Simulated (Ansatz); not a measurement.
System: 1,3-thiazole-4-carbaldehyde, C4H3NOS, charge 0, multiplicity 1. 
Coordinates optimised at B3LYP-D3(BJ)/def2-TZVP (Ansatz, a quantum-chemistry and plane-wave program):
```
C
C 1 1.3706
N 1 1.3750 2 115.22
C 3 1.2936 1 110.89 2 0.00
H 2 1.0770 1 127.19 3 -180.00
H 4 1.0802 3 124.44 1 -180.00
C 1 1.4725 2 125.19 5 0.00
O 7 1.2083 1 124.08 2 0.00
H 7 1.1058 8 122.04 1 -180.00
S 2 1.7045 5 122.87 1 180.00
```

Total electronic energies in hartree. Valence correlation only, unless marked. No spin-orbit coupling. No relativistic terms. CBS(X,Y): correlation extrapolated as X^-3; Hartree-Fock from the larger set. The bracket is a focal-point correction in the basis named.

The Hartree-Fock reference is unstable (checked in the largest basis), which strains HF and MP2. 

```json
[
 {"level": "HF/aug-cc-pV(D+d)Z", "program": "Ansatz", "energy (Eh)": "-680.08192"},
 {"level": "HF/cc-pwCVTZ", "program": "Ansatz", "energy (Eh)": "-680.15619"},
 {"level": "RI-HF/aug-cc-pV(Q+d)Z", "program": "Ansatz", "energy (Eh)": "-680.17740"},
 {"level": "BLYP-D3(BJ)/def2-TZVPD", "program": "Ansatz + dftd3", "energy (Eh)": "-682.45245"},
 {"level": "PBE0/def2-SVP", "program": "Ansatz", "energy (Eh)": "-681.58366"},
 {"level": "r2SCAN0-D4/def2-TZVPD", "program": "Ansatz + dftd4", "energy (Eh)": "-682.27910"},
 {"level": "HSE06-D3(BJ)/def2-TZVPD", "program": "Ansatz + dftd3", "energy (Eh)": "-682.02771"},
 {"level": "B2GP-PLYP/def2-TZVPD", "program": "Ansatz", "energy (Eh)": "-682.05562"},
 {"level": "MP2/aug-cc-pV(D+d)Z", "program": "Ansatz", "energy (Eh)": "-681.11876"},
 {"level": "CCSD/aug-cc-pV(Q+d)Z", "program": "Ansatz", "energy (Eh)": "-681.49402"},
 {"level": "CCSD(T)/cc-pV(D+d)Z", "program": "Ansatz", "energy (Eh)": "-681.12870"},
 {"level": "CCSD(T)/aug-cc-pV(Q+d)Z", "program": "Ansatz", "energy (Eh)": "-681.56938"},
 {"level": "RI-MP2/CBS(aug-cc-pV(T+d)Z,aug-cc-pV(Q+d)Z)+[CCSD(T)-MP2]/aug-cc-pV(T+d)Z", "program": "Ansatz", "energy (Eh)": "-681.6318"},
 {"level": "RI-MP2/CBS(cc-pV(T+d)Z,cc-pV(Q+d)Z)+[CCSD(T)-MP2]/cc-pV(Q+d)Z", "program": "Ansatz", "energy (Eh)": "-681.6214"},
 {"level": "CCSD(T)/CBS(aug-cc-pV(T+d)Z,aug-cc-pV(Q+d)Z)", "program": "Ansatz", "energy (Eh)": "-681.6172"}
]
```

Totals of different functionals don't rank their quality; only differences between species are comparable.
